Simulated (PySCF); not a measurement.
**One reaction down a group: F, Cl, Br, I**

The same gas-phase reaction for F, Cl, Br, I:
- 2 GeF2 + O2 → Ge2O2 + 2 F2
- 2 GeCl2 + O2 → Ge2O2 + 2 Cl2
- 2 GeBr2 + O2 → Ge2O2 + 2 Br2
- 2 GeI2 + O2 → Ge2O2 + 2 I2

Energies from PySCF, thermal terms from the rigid-rotor harmonic-oscillator model, ideal gas at 1 bar. † marks an energy on the PBE0/def2-TZVP geometry and frequencies. MP2 and CCSD(T) freeze the core. Open shells (unrestricted): O2 (multiplicity 3); the rest are closed-shell singlets. I: scalar-relativistic def2 core potential, no spin-orbit coupling. Br, Ge: all electrons, no relativistic terms. Ge2O2: computed as isolated molecules; such fragments, hydroxides, amides, oligomers or adducts are transient or little studied in the gas. MP2 isn't extrapolated to the basis-set limit. CCSD(T) isn't extrapolated to the basis-set limit. The harmonic model lacks anharmonicity and excited electronic states, which grow with temperature; levels with a mode under 35 cm⁻¹ are left out. Soft modes under 120 cm⁻¹ make the harmonic entropy rough for GeBr2, GeI2.

ΔH°(298 K) in kJ, by level:

```csv
level,F,Cl,Br,I
ωB97M-V/def2-TZVP†,800.3,78.9,-52.5,-239.2
r2SCAN/def2-TZVP†,815.9,124.5,-1.1,-178.0
CCSD(T)/def2-SVP†,792.1,135.4,-3.5,-171.4
PBE0/def2-SVP†,812.8,184.6,35.0,-129.3
MP2/def2-TZVPP†,796.1,48.5,-80.2,-254.2
```

At ωB97M-V/def2-TZVP†, ΔH° falls from F to I, over a range of 1039.5 kJ; the steps are -721.4, -131.4, -186.7 kJ. 5 of the 5 levels shown give the same order. The levels scatter most for Cl (136.1 kJ between the highest and the lowest) and least for F (23.8 kJ). ΔS°(298 K) runs from -56.9 to -45.4 J/K, so TΔS° at 298 K spreads over 3.4 kJ among the members, against 1039.5 kJ for ΔH°.

Free energies at ωB97M-V/def2-TZVP†:

```csv
member,"ΔS°(298 K), J/K","ΔG°(298 K), kJ","ΔG°(800 K), kJ",ΔG° changes sign
F,-45.4,814,836,none from 298 to 2500 K
Cl,-52.6,95,121,none from 298 to 2500 K
Br,-54.5,-36,-9,800 to 1000 K
I,-56.9,-222,-194,none from 298 to 2500 K
```

The NASA 1993 table holds none of these reactions whole; the comparison is among the levels.
